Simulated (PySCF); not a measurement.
Species: perfluoropropionyl chloride, C₃ClF₅O.
Numbering: `[O:1]=[C:2]([Cl:3])[C:4]([F:5])([F:6])[C:7]([F:8])([F:9])[F:10]`

Computed with PySCF at B3LYP/def2-SVPD, non-relativistic, on one gas-phase PBE0-D3(BJ)/def2-SVP geometry that isn't relaxed in the solvent. The solvent is an IEF-PCM continuum (Bondi radii, 1.10 Å for H, scaled by 1.2), and excitations are vertical TDDFT with non-equilibrium linear response and a frozen core. The model holds no explicit solvent molecules, cavitation or dispersion.

Gas-phase singlets (H = HOMO, L = LUMO):

```json
{"state": "S1", "E (eV)": "4.781", "λ (nm)": "259", "f": "0.001", "leading configurations": "H→L 98%"}
{"state": "S2", "E (eV)": "5.756", "λ (nm)": "215", "f": "0.001", "leading configurations": "H-1→L 100%"}
{"state": "S3", "E (eV)": "6.449", "λ (nm)": "192", "f": "0.035", "leading configurations": "H-2→L 86%, H→L+1 11%"}
{"state": "S4", "E (eV)": "7.540", "λ (nm)": "164", "f": "0.021", "leading configurations": "H-3→L 97%"}
{"state": "S5", "E (eV)": "8.029", "λ (nm)": "154", "f": "0.051", "leading configurations": "H-1→L+1 53%, H→L+1 38%"}
```

**Question.** How does the list change in chloroform (ε = 4.711)?

**Answer.** 
```csv
state,E (eV),λ (nm),f,leading configurations,change by rank (eV)
S1,4.822,257,0.001,H→L 98%,+0.041
S2,5.738,216,0.001,H-1→L 99%,-0.018
S3,6.398,194,0.056,"H-2→L 89%, H→L+1 8%",-0.051
S4,7.541,164,0.027,H-3→L 97%,+0.001
S5,8.031,154,0.076,"H-1→L+1 46%, H→L+1 45%",+0.002
```

**Question.** What are the lowest 5 singlets in methanol (ε = 32.61)?

**Answer.** 
| state | E (eV) | λ (nm) | f | leading configurations | change by rank (eV) |
| --- | --- | --- | --- | --- | --- |
| S1 | 4.845 | 256 | 0.001 | H→L 98% | +0.064 |
| S2 | 5.737 | 216 | 0.001 | H-1→L 99% | -0.019 |
| S3 | 6.399 | 194 | 0.054 | H-2→L 89%, H→L+1 8% | -0.050 |
| S4 | 7.547 | 164 | 0.026 | H-3→L 97% | +0.007 |
| S5 | 8.049 | 154 | 0.062 | H-1→L+1 49%, H→L+1 43% | +0.020 |

**Question.** The ground-state energy changes by -0.095 eV from gas to methanol. By how much does the total energy of gas-phase S1 change?

**Answer.** E(S1) = E(S0) + excitation energy, so it changes by -0.095 + 0.064 = -0.031 eV: it is lowered less than the ground state, which is what a blue shift means. This is the vertical state, with the slow part of the continuum still set for S0.

**Question.** How do the frontier levels move from gas to methanol?

**Answer.** 
| orbital | gas (eV) | solvent (eV) | change (eV) |
| --- | --- | --- | --- |
| LUMO+2 | 0.36 | 0.47 | +0.11 |
| LUMO+1 | -0.49 | -0.28 | +0.21 |
| LUMO | -2.86 | -2.69 | +0.17 |
| HOMO | -9.41 | -9.30 | +0.11 |
| HOMO-1 | -9.95 | -9.76 | +0.19 |
| HOMO-2 | -10.10 | -9.90 | +0.20 |
| HOMO-3 | -11.57 | -11.41 | +0.16 |

The HOMO–LUMO gap goes from 6.55 to 6.61 eV.

The run took 47 s of wall time on an Arm Neoverse V1 with one thread, no GPU (shared host), and the process peaked at 1.0 GiB of memory. This is the whole response run at B3LYP/def2-SVPD in methanol, SCF included.

The values belong to the conformer `[O:1]=[C:2]([Cl:3])[C:4]([F:5])([F:6])[C:7]([F:8])([F:9])[F:10]`: O1–C2–C4–F5 -21°, C2–C4–C7–F8 -54°.
